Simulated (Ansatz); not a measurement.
CH₄ClNSi₂ (`N#C[SiH2][SiH2]Cl`). Charge 0, multiplicity 1.

| atom | x (Å) | y (Å) | z (Å) |
| --- | --- | --- | --- |
| N1 | 0.446 | 1.672 | 2.606 |
| C2 | 0.093 | 1.404 | 1.543 |
| Si3 | -0.433 | 0.888 | -0.153 |
| Si4 | 0.334 | -1.303 | -0.467 |
| Cl5 | -0.249 | -1.883 | -2.354 |
| H6 | -1.911 | 0.971 | -0.202 |
| H7 | 0.181 | 1.834 | -1.113 |
| H8 | 1.813 | -1.362 | -0.385 |
| H9 | -0.273 | -2.222 | 0.524 |

Problem. What are the harmonic wavenumbers in cm⁻¹ at PBE0-D4/def2-TZVP (Ansatz, finite differences of forces, unscaled)? (An estimate is asked.)

Solution. Ansatz gave: 37, 65, 138, 258, 325, 346, 456, 550, 562, 603, 682, 720, 741, 834, 923, 931, 2241, 2249, 2253, 2264, 2327.

Problem. Is this a minimum?

Solution. Yes, all 21 modes are real.

Problem. Give the ideal-gas thermochemistry at 298.15 K and 1 bar (rigid rotor, harmonic oscillator; point group Cs, symmetry number 1).

Solution. Zero-point energy 116.7 kJ/mol; H(298) − E = 139.3 kJ/mol; entropy 371.8 J/(mol·K), of which translation 168.7, rotation 118.2, vibration 84.8; G(298) − E = 28.4 kJ/mol. Modes under 100 cm⁻¹ are hindered rotations or soft bends, so the harmonic entropy is rough.
